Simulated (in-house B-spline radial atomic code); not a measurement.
Successive ionisation energies of selenium; each step leads to the configuration of the next row (after the last: [Ne] 3s2 3p5). Dirac energy differences include first-order Breit, QED and recoil terms. NIST's values go from ground level to ground level; the uncertainty of those that are theory runs from under 0.1 % in few-electron ions to several per cent in heavy many-electron ones. Computed with an all-electron radial atomic-structure program (B-spline basis): Dirac-Hartree-Fock, average of the configuration, finite nuclei.

| ion | configuration | ionisation energy (eV) | tabulated value (eV) | tabulated kind | computed minus tabulated (eV) | highest orbital | largest mean radius (bohr) |
| --- | --- | --- | --- | --- | --- | --- | --- |
| Se12+ | [Ar] 3d4 | 379.8 | 383 | tabulated theory | -3.2 | 3d5/2 | 0.53892 |
| Se13+ | [Ar] 3d3 | 423.6 | 426 | tabulated theory | -2.4 | 3d5/2 | 0.53087 |
| Se14+ | [Ar] 3d2 | ? | ? | tabulated theory | ? | ? | ? |
| Se15+ | [Ar] 3d1 | ? | ? | tabulated theory | ? | ? | ? |
| Se16+ | [Ne] 3s2 3p6 | 652.2 | 650.5 | semi-empirical | 1.7 | 3p3/2 | 0.50952 |

Question: Fill in the row of Se14+.

Answer: ionisation energy (eV): 469.1; tabulated value (eV): 473; computed minus tabulated (eV): -3.9; highest orbital: 3d5/2; largest mean radius (bohr): 0.52296.

Question: Fill in the row of Se15+.

Answer: ionisation energy (eV): 516.2; tabulated value (eV): 517; computed minus tabulated (eV): -0.8; highest orbital: 3d5/2; largest mean radius (bohr): 0.51574.

Where a p, d or f electron is removed, the computed value is a mean over both j, so it misses the tabulated one by a part of the spin-orbit splitting; averaging over terms and missing correlation add to the gap, relatively most at low charge.
